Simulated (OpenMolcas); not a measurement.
## Al: the spin-orbit constant, worked from levels

```yaml
Program: OpenMolcas
Basis: ANO-RCC-VTZP [5s4p2d1f]
Scalar_Hamiltonian: DKH2, point nucleus
Active_space: 3 electrons in 4 orbitals (3s 3p)
State_averaging: 2S+1 = 4 odd, 1 root (0 in the spin-orbit step); 2S+1 = 2 odd, 3 roots kept (CI in the orbitals of an earlier block); 2S+1 = 4 even, 3 roots; 2S+1 = 2 even, 5 roots kept (CI in the orbitals of an earlier block)
Spin-orbit_coupling: RASSI with atomic mean-field integrals over the reference wave functions, term energies averaged over their components
```

Methods: CASSCF; SS-CASPT2, IPEA 0.25 Eh, imaginary shift 0.1 Eh (closed shells correlated: 2s 2p). Measured levels: NIST Handbook of Basic Atomic Spectroscopic Data.

**The spin-orbit constant.** For the Hund term 2P* of p1, E(J) = (A/2) J(J+1) + constant and ζ = 2S·A = A. From J = 1/2 to J = 3/2 the energy changes by 1.5 A.

```
   Source  E(3/2) - E(1/2)     A   ζ
   CASSCF            104.8  69.9  70
SS-CASPT2            104.8  69.9  70
 measured            112.1  74.7  75
```

All in cm-1. SS-CASPT2 is off by -6.5 % and CASSCF by -6.5 %. Both methods take the spin-orbit matrix elements from the reference wave functions, so the second can move ζ only through the term energies and any multistate remixing.

Over all roots computed the reference weight is 0.92 to 0.98 in SS-CASPT2; the roots of lowest weight are the least certain, and an intruder state may touch them. Terms from blocks run as CI alone lack orbitals of their own. Without dynamic correlation excited terms often stand tens of per cent too high (terms of higher spin than the ground term too low), and those without a measured partner can miss by more than the paired ones (holds for CASSCF). Measured partners are found by configuration, term and J. A level has none where our copy of the source lacks it or the pairing is in doubt (some pairs that miss far off the trend of their configuration count as doubtful), and it then counts in no deviation. Levels of configurations outside the active space are missing.

* marks odd parity.
